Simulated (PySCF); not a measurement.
Dipole response of Cu²⁺ (copper, charge +2)

[Ar] 3d8 4s1, high-spin 4F determinant (an excited configuration). All numbers are calculated (PySCF 2.14, scalar relativity through the core potential, in aug-cc-pVTZ-PP with one added diffuse shell each of s, p, d, f, g type with ECP10MDF (7s7p6d4f3g, 113 functions)). Coupled (time-dependent) response in atomic units; α is the mean over directions.

| method | mean α (bohr³) | C₆ (like pair) | S(−4) |
| --- | --- | --- | --- |
| UHF | 14.64 | 50.20 | 202.2 |
| PBE | 11.24 | 37.57 | 105.1 |

S(−4) is the Cauchy moment in α(ω) = α(0) + S(−4) ω² + …

α(iu) at UHF:

| u (hartree) | α(iu) (bohr³) |
| --- | --- |
| 0 | 14.64 |
| 0.0500 | 14.15 |
| 0.100 | 12.89 |
| 0.200 | 9.638 |
| 0.300 | 7.012 |
| 0.500 | 4.152 |
| 0.750 | 2.670 |
| 1.00 | 1.973 |
| 1.50 | 1.307 |
| 2.00 | 0.9748 |
| 3.00 | 0.6282 |
| 5.00 | 0.3340 |

A single London oscillator, α(iu) = α/(1 + u²/ω²), gives C₆ = (3/4) ω α². Matching the computed C₆ needs ω = 4 × 50.20 / (3 × 14.64²) = 0.312 hartree.

For an ion, C₆ is the dispersion term alone; charge-induced terms of lower order in 1/R come first.

Energies and moments cover only the electrons outside the core potential.
